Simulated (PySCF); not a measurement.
## AgO: from constants to spectrum

PBE0 constants of AgO, ²Π (doublet), unpaired electrons π ↑ (PySCF, scalar-relativistic core potentials, basis sets Ag cc-pVDZ-PP with ECP28, O cc-pVDZ; masses 106.9051 and 15.9949 u):

| Property | Result |
| --- | --- |
| ωe | 504.5 cm⁻¹ |
| ωexe | 3.5 cm⁻¹ |
| Be | 0.30632 cm⁻¹ |
| αe | 0.00265 cm⁻¹ |
| D (centrifugal) | 4.52e-07 cm⁻¹ |
| De to Ag (4d10 5s1) + O | 1.83 eV |

Give the vibrational terms G(v) and spacings up to v = 6.

G(v) = ωe(v+½) − ωexe(v+½)².

| v | G(v) (cm⁻¹) | G(v) − G(v−1) | Bv (cm⁻¹) |
| --- | --- | --- | --- |
| 0 | 251 |  | 0.3050 |
| 1 | 749 | 498 | 0.3023 |
| 2 | 1239 | 490 | 0.2997 |
| 3 | 1723 | 484 | 0.2970 |
| 4 | 2199 | 476 | 0.2944 |
| 5 | 2669 | 470 | 0.2917 |
| 6 | 3131 | 462 | 0.2891 |

How well does the Morse estimate ωe²/(4ωexe) reproduce De, and what is D0?

It gives 2.25 eV, 123 % of the computed De. D0 = De − G(0) = 1.83 − 0.03 = 1.80 eV.

These are scalar-relativistic numbers at best; spin–orbit coupling would shift them, the dissociation energy most. With d or f electrons several states lie close, and the lowest PBE0 determinant need not be the measured ground state.
